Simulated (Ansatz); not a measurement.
Calculated with Ansatz (gas phase, PBE0-D4/def2-TZVP geometries, no zero-point term in ΔE). CCSD(T)/CBS adds triple-zeta CCSD(T) − MP2 to the extrapolated MP2 energy (def2 sets, frozen cores). This one scheme is used for every species. Functionals use def2-TZVPP. Elements past krypton have def2 core potentials. For Se, Zr outer-core shells are correlated without core-valence functions, which leaves a few kJ/mol of doubt a bond. Scalar relativity is left out up to krypton. Each species was taken in one conformer, which may not be the lowest.

Reaction (ligand exchange at a Zr–O bond): `[OH][Zr]([F])([Cl])[SeH]` + H–F → `[F][Zr]([F])([Cl])[SeH]` + H₂O

```json
{"level": "B2PLYP", "ΔE (kJ/mol)": "-38.1"}
{"level": "PBE", "ΔE (kJ/mol)": "-44.5"}
{"level": "CCSD(T)/def2-TZVPP", "ΔE (kJ/mol)": "-32.5"}
{"level": "MP2/CBS(def2)", "ΔE (kJ/mol)": "-29.2"}
```

(1) What does CCSD(T)/CBS give? (Best estimate.)

Largest T1 diagnostic among the species: 0.016.

Results:

(1) Computed: -33.1 kJ/mol. The listed levels differ from it by -5.0, -11.4, 0.6, 3.9 kJ/mol.

In def2-TZVPP, CCSD(T) changes the Hartree–Fock value by +4.3 kJ/mol (the triples alone add +0.0 kJ/mol) and MP2 by +8.2 kJ/mol. The D4 term adds +3.4 kJ/mol with B3LYP and +1.9 kJ/mol with PBE0; it sums over pairs of atoms, weighted by their polarisabilities, and B3LYP, whose exchange is more repulsive, gets the larger term. From PBE to PBE0 (25 % exact exchange), in def2-TZVPP and without D4, ΔE moves by +4.6 kJ/mol.

CCSD(T)/CBS has its own doubt, a few kJ/mol and more with outer-core shells, so smaller differences from it don't rank the levels.

B3LYP here is the variant with VWN-RPA as its local correlation; programs differ in this.
